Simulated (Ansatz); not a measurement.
The same path of ClF3H3NZr (9 atoms, charge 0, multiplicity 1) was run twice with different band settings.

Computed with RKS r2SCAN/def2-SVP (Ansatz).

Relaxed end points:

```xyz
9
Properties=species:S:1:pos:R:3
Zr -0.629 -0.264 0.025
N -0.167 0.354 2.339
H -0.091 -0.463 2.949
H 0.712 0.869 2.432
F 0.989 -1.236 0.344
F -0.472 1.636 -0.145
F -0.888 -0.713 -1.814
Cl -2.642 -1.117 0.989
H -0.896 0.947 2.743
```

```xyz
9
Properties=species:S:1:pos:R:3
Zr -0.606 0.213 0.009
N -0.203 -0.295 2.364
H 0.484 -1.045 2.473
H 0.161 0.510 2.879
F 1.108 1.025 0.269
F -0.813 0.544 -1.860
F -0.661 -1.700 -0.018
Cl -2.508 1.359 0.890
H -1.046 -0.597 2.856
```

Common settings: movable images 7; climbing image yes; spring 5.0 eV/Å²; optimiser quadratic models (default); force threshold 0.05 eV/Å; iteration limit 60; end points relaxed.

| run | start path |
| --- | --- |
| 1 | through a guess of the saddle point |
| 2 | straight line |

**Question.** What does each run give, and how far can it be trusted?

**Answer.** Run 1: converged after 19 iterations, highest image 0.238 eV above the first end. A vibrational analysis at the climbing image gives one clearly imaginary mode, 44i cm⁻¹: a first-order saddle point.
Run 2: converged after 8 iterations, highest image 0.239 eV above the first end. Another band between the same ends (7 images) ends at a top of the same energy, where a vibrational analysis finds 1 clearly imaginary mode.
